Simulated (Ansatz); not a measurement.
Stepwise reaction of `[OH][Ta]([OH])([OH])([OH])[F]` with hydrogen fluoride, as a gas-phase model of exchange steps in deposition or etching. ΔE in kJ/mol.

Computed with Ansatz on PBE0-D4/def2-TZVP structures; ΔE is electronic, products minus reactants. CBS: MP2 limit from def2 TZ/QZ plus the TZ coupled-cluster correction, frozen cores. This one scheme is used for every species. DFT in def2-TZVPP. B3LYP here is the variant with VWN-RPA as its local correlation; programs differ in this. Elements past krypton have def2 core potentials. For Ta outer-core shells are correlated without core-valence functions, which leaves a few kJ/mol of doubt a bond. One conformer a species, not always the lowest.

```
step                                                                      reaction  PBE-D4  B3LYP-D4  ωB97M-V  CCSD(T)/CBS
   1  `[OH][Ta]([OH])([OH])([OH])[F]` + H–F → `[OH][Ta]([OH])([OH])([F])[F]` + H₂O   -49.6     -49.4    -49.2        -44.1
   2    `[OH][Ta]([OH])([OH])([F])[F]` + H–F → `[OH][Ta]([OH])([F])([F])[F]` + H₂O   -34.4     -33.8    -33.2        -26.5
   3      `[OH][Ta]([OH])([F])([F])[F]` + H–F → `[OH][Ta]([F])([F])([F])[F]` + H₂O   -37.0     -35.9    -35.6        -30.3
   4        `[OH][Ta]([F])([F])([F])[F]` + H–F → `[F][Ta]([F])([F])([F])[F]` + H₂O   -37.9     -36.1    -36.5        -31.0
```

Q: By hand: ΔE of the 4 steps together at CCSD(T)/CBS.

A: (-44.1) + (-26.5) + (-30.3) + (-31.0) = -131.9 kJ/mol, or -33.0 kJ/mol a step.

In ΔE step 1 is the lowest and step 2 the highest. All are downhill at CCSD(T)/CBS. PBE-D4 differs from CCSD(T)/CBS by -7.9 to -5.5 kJ/mol a step. Isolated molecules leave out the surface, adducts and barriers. Largest T1 diagnostic: 0.018.
